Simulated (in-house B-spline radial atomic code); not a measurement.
## BLYP excitations of N3+

Method: BLYP. Computed with an all-electron radial atomic-structure program (B-spline basis): linear response of the closed shell [He] 2s2 with the functional's adiabatic kernel; non-relativistic, point nucleus, no spin-orbit coupling, no double excitations, S, P, D and F terms only.

Command:
```bash
python run_td.py task.json out
```
Settings (radii: box in bohr, nucleus in fm):
```
Z                        7
electrons                4
configuration            [He] 2s2
hamiltonian              nr
method                   b88,lyp
box_radius               23.08
intervals                49
```

Time taken, with all properties: 0.1 s on 1 thread of Arm Neoverse N1, with other jobs on the host.

The lowest states, in the order of their Tamm-Dancoff energies; the method's threshold (minus the highest occupied level) is 68.03 eV. Labels give the largest channel, * marks a mixed state, and oscillator strengths are full-response dipole values. Semilocal kernels can invert the small singlet-triplet splittings of Rydberg terms. Energies in eV:

| state | full response | Tamm-Dancoff | oscillator strength |
| --- | --- | --- | --- |
| 2s → 2p 3P | 5.736 | 6.965 | - |
| 2s → 2p 1P | 14.926 | 15.741 | 0.582 |
| 2s → 3s 3S | 44.29 | 44.30 | - |
| 2s → 3s 1S | 45.95 | 45.99 | - |
| 2s → 3p 3P | 47.07 | 47.09 | - |
| 2s → 3p 1P | ? | ? | ? |
| 2s → 3d 3D | ? | ? | - |
| 2s → 3d 1D | 49.94 | 49.94 | - |
| 2s → 4s 3S | 56.85 | 56.85 | - |
| 2s → 4s 1S | 57.32 | 57.33 | - |
| 2s → 4p 3P | 57.86 | 57.87 | - |
| 2s → 4p 1P | 58.05 | 58.05 | 0.0869 |
| 2s → 4d 3D | 58.60 | 58.61 | - |
| 2s → 4d 1D | 58.94 | 58.94 | - |
| 2s → 4f 3F | 59.42 | 59.42 | - |
| 2s → 4f 1F | 59.43 | 59.43 | - |

Question: Where does 2s → 3p 1P lie?

Answer: At 47.69 eV in full response, 47.70 eV in Tamm-Dancoff, oscillator strength 0.313.

Question: Where does 2s → 3d 3D lie?

Answer: At 48.74 eV in full response, 48.79 eV in Tamm-Dancoff.

Question: How large is the singlet-triplet splitting of 2s → 2p (P terms) in Tamm-Dancoff?

Answer: 8.78 eV, from the unrounded values.

Question: What polarisabilities and dispersion coefficient does the method give?

Answer: Dipole 2.127 bohr³, quadrupole 1.494 bohr⁵, C6 2.095 hartree·bohr⁶ for two such species.
